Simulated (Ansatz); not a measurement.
Start from `CC(C)[CH2][AlH2]` and change one atom or group to get `CC(C)CCO`.

Ansatz, PBE0-D4/def2-TZVP geometries, multiplicity 1. Each molecule was computed in one conformer, which needn't be the lowest.

```csv
property,`CC(C)[CH2][AlH2]`
LUMO energy (PBE0/def2-TZVPP) / eV,-1.26
HOMO–LUMO gap (B3LYP/def2-TZVPP) / eV,5.84
HOMO–LUMO gap (PBE/def2-TZVPP) / eV,4.26
size of the dipole moment (B3LYP/def2-TZVPP) / D,0.86
size of the dipole moment (PBE/def2-TZVPP) / D,0.93
HOMO energy (B3LYP/def2-TZVPP) / eV,-7.32
```

Q: What does the change do to each property? (Estimate.)

A: Ansatz gave: 
| property | `CC(C)CCO` | shift |
| --- | --- | --- |
| LUMO energy (PBE0/def2-TZVPP) / eV | 0.92 | 2.18 |
| HOMO–LUMO gap (B3LYP/def2-TZVPP) / eV | 8.09 | 2.25 |
| HOMO–LUMO gap (PBE/def2-TZVPP) / eV | 6.21 | 1.95 |
| size of the dipole moment (B3LYP/def2-TZVPP) / D | 1.47 | 0.61 |
| size of the dipole moment (PBE/def2-TZVPP) / D | 1.40 | 0.47 |
| HOMO energy (B3LYP/def2-TZVPP) / eV | -7.53 | -0.21 |

With PBE0 the HOMO falls by 0.24 eV and the LUMO rises by 2.18 eV, so the gap widens by about 2.42 eV. PBE moves the HOMO by 0.17 eV and ωB97M-V by -0.44 eV. Dipoles are sizes alone; their direction can turn.

B3LYP here is the variant with VWN-RPA as its local correlation; programs differ in this.
